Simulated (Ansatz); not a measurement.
Species: sum formula Si2N2H8 (charge 0, singlet). 
Geometry from a B3LYP-D3(BJ)/def2-TZVP (Ansatz, an electronic-structure program) optimisation:
SMILES: N[SiH2][SiH2]N
```xyz
12

N     -1.5628     0.1500     1.1628
Si    -1.1791    -0.3618    -0.4480
Si     1.1313     0.0320    -0.6641
N      1.6528     0.4706     0.9295
H     -2.4916     0.0239     1.5356
H     -1.1507     1.0057     1.5034
H     -1.5239    -1.8019    -0.5579
H     -1.9335     0.3221    -1.5390
H      1.4325     1.1718    -1.5668
H      1.8131    -1.1530    -1.2625
H      2.6048     0.7575     1.0990
H      1.2889    -0.0520     1.7122
```
Charge 0, spin multiplicity 1.

Wanted: atomisation energy (electronic, to ground-state atoms); the coupled-cluster value holds the core correlation from cc-pwCVTZ, in eV. Valence correlation only, unless marked. Open shells are spin-unrestricted. Spin-orbit coupling is left out. Non-relativistic. Basis-set limits of correlation are two-point, X^-3; Hartree-Fock from the larger set.

Level to compare with: CCSD(T)/CBS(aug-cc-pV(T+d)Z,aug-cc-pV(Q+d)Z) plus the core term (Ansatz), 40.03 eV. It is a level with limits of its own, and the differences hold the functionals' basis error too.

Question: Rank these functionals by how close they come to CCSD(T)/CBS(aug-cc-pV(T+d)Z,aug-cc-pV(Q+d)Z), closest first: SVWN5/def2-TZVPD (Ansatz); CAM-B3LYP/def2-TZVPD (Ansatz); r2SCANh/def2-TZVPD (Ansatz).

Answer: CAM-B3LYP/def2-TZVPD (range-separated hybrid, 39.94 eV, difference -0.09), r2SCANh/def2-TZVPD (hybrid meta-GGA, 39.31 eV, difference -0.72), SVWN5/def2-TZVPD (LDA, 44.78 eV, difference 4.75)
